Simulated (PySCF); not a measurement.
Stretching NaBr

Set-up: basis Na 6-31G(d,p), Br 6-31G(d,p); no relativity; PySCF 2.14. Energies in eV from Na + Br in their ground configurations at the same level. State: ¹Σ⁺ (singlet), closed shell.

Curves on a restricted Hartree–Fock reference rise too fast on stretching and do not dissociate correctly.

```json
{"R (Å)": "2.167", "MN15": "-3.246", "RHF": "-2.158"}
{"R (Å)": "2.268", "MN15": "-3.544", "RHF": "-2.500"}
{"R (Å)": "2.369", "MN15": "-3.709", "RHF": "-2.695"}
{"R (Å)": "2.444", "MN15": "-3.770", "RHF": "-2.771"}
{"R (Å)": "2.520", "MN15": "-3.790", "RHF": "-2.801"}
{"R (Å)": "2.596", "MN15": "-3.778", "RHF": "-2.796"}
{"R (Å)": "2.696", "MN15": "-3.725", "RHF": "-2.749"}
{"R (Å)": "2.822", "MN15": "-3.617", "RHF": "-2.645"}
{"R (Å)": "2.974", "MN15": "-3.449", "RHF": "-2.479"}
{"R (Å)": "3.175", "MN15": "-3.193", "RHF": "-2.225"}
```

Question: Put a parabola through the three lowest points of the MN15 curve and estimate Re, k and ωe (reduced mass 17.8 u; 1 eV/Å² = 0.16022 mdyn/Å; ωe = 1302.8·√(k/μ) cm⁻¹).

Answer: Through R = 2.444, 2.52, 2.596 Å the second-order coefficient is 2.77 eV/Å², so Re ≈ 2.530 Å, k ≈ 0.888 mdyn/Å and ωe ≈ 291 cm⁻¹. A polynomial fit of higher order to the unrounded MN15 energies gives Re = 2.526 Å, k = 0.870 mdyn/Å, ωe = 288 cm⁻¹; anharmonicity and rounding make the difference.

The higher-order fit for each curve: MN15: Re = 2.526 Å, ωe = 288 cm⁻¹, De = 3.79 eV; RHF: Re = 2.545 Å, ωe = 292 cm⁻¹, De = 2.80 eV.

Where the molecule has an RHF reference, its open-shell atoms are computed with UHF.
